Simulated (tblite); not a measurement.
C6H10OSi2.
Numbering: `[SiH3:1][O:2][SiH2:3][c:4]1[cH:5][cH:6][cH:7][cH:8][cH:9]1` (hydrogens: H10, H11, H12 on Si1; H13, H14 on Si3; H15 on C5; H16 on C6; H17 on C7; H18 on C8; H19 on C9)

Geometry (GFN2-xTB, Å), atoms numbered from 1 in this order:
```xyz
19
C6H10OSi2 angstrom
Si     3.4038   -1.2397    0.1392
O      2.3556   -0.0309    0.3657
Si     1.3451    1.2308    0.2780
C     -0.4138    0.5920    0.0456
C     -0.6994   -0.7666   -0.0544
C     -1.9965   -1.2157   -0.2275
C     -3.0389   -0.3080   -0.3033
C     -2.7755    1.0485   -0.2051
C     -1.4764    1.4888   -0.0332
H      4.4336   -0.7651   -0.7824
H      2.6601   -2.3654   -0.4271
H      3.9369   -1.5449    1.4641
H      1.4989    1.9371    1.5514
H      1.7585    2.0485   -0.8660
H      0.1108   -1.4789    0.0089
H     -2.1966   -2.2750   -0.3058
H     -4.0535   -0.6555   -0.4345
H     -3.5862    1.7609   -0.2647
H     -1.2764    2.5485    0.0439
```

Method: GFN2-xTB as coded in tblite; computed harmonic values from a numerical Hessian at the method's own geometry, unscaled. The method is semi-empirical: single wavenumbers can be off by several per cent or more. Modes of hydrogen on silicon can be 10 to 20 % off. One conformer, not necessarily the lowest. The optimisation stopped once no atom felt more than 0.01 eV/Å.

Lowest wavenumbers of the output (negative numbers stand for imaginary wavenumbers):
```
mode    cm-1
  1     -45.0
  2      17.0
  3      42.7
  4      50.1
  5     122.4
  6     137.6
  7     240.6
  8     357.9
```

**Question.** Is this structure a minimum?

**Answer.** Not by this Hessian. 1 mode is imaginary beyond 20i (45i cm⁻¹), so at this level the point lies at or near a first-order saddle. The curvature is small, so loose convergence or finite differences may be the whole cause.

**Question.** Which atoms move in the imaginary mode?

**Answer.** 45i: H12 (Si–H hydrogen) 35 %, H11 (Si–H hydrogen) 31 %, H10 (Si–H hydrogen) 28 %. These are shares of the mass-weighted motion.

**Question.** What is the remedy?

**Answer.** Step along that mode in both directions, optimise again with tighter thresholds and repeat the frequencies. The zero-point energy of this point (83.0 kcal/mol) counts the 50 real modes alone, and thermal corrections from it aren't those of a minimum.
